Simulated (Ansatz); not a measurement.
Total energies of SnH3(OSiMe3) (C3H12OSiSn) from Ansatz at PBE-D4/def2-TZVPD, gas phase (1 Eh = 27.2114 eV = 2625.5 kJ/mol). The reference geometry is relaxed at PBE0-D4/def2-SVP.

| state | geometry | energy (Eh) |
| --- | --- | --- |
| charge 0 singlet | reference | -700.32126 |
| charge -1 doublet | reference | -700.30886 |
| free Sn atom (triplet) | – | -214.24945 |
| free H atom (doublet) | – | -0.49962 |
| free O atom (triplet) | – | -75.01069 |
| free Si atom (triplet) | – | -289.22297 |
| free C atom (triplet) | – | -37.79605 |

In the def2 sets Sn takes a core potential; there is no spin–orbit coupling.

Task: Work out the vertical electron affinity, to the doublet.

Result: E(charge 0 singlet) − E(charge -1 doublet) = -700.32126 − (-700.30886) = -0.01240 Eh = -0.34 eV; negative, so the extra electron isn't bound.

Task: What is the binding energy per atom against free atoms?

Result: Atoms: 1 × (-214.24945) + 12 × (-0.49962) + 1 × (-75.01069) + 1 × (-289.22297) + 3 × (-37.79605) = -697.86670 Eh. Binding: -697.86670 − (-700.32126) = 2.45456 Eh = 66.79 eV, or 3.71 eV for each of 18 atoms (no zero-point energy, no counterpoise term).

At PBE-D4/def2-TZVPD the highest occupied level of the charge -1 doublet lies above zero (up to 1.85 eV). By energy differences it is unbound by 0.34 eV (vertical, against the charge 0 singlet, at PBE-D4/def2-TZVPD) and held by the finite basis.
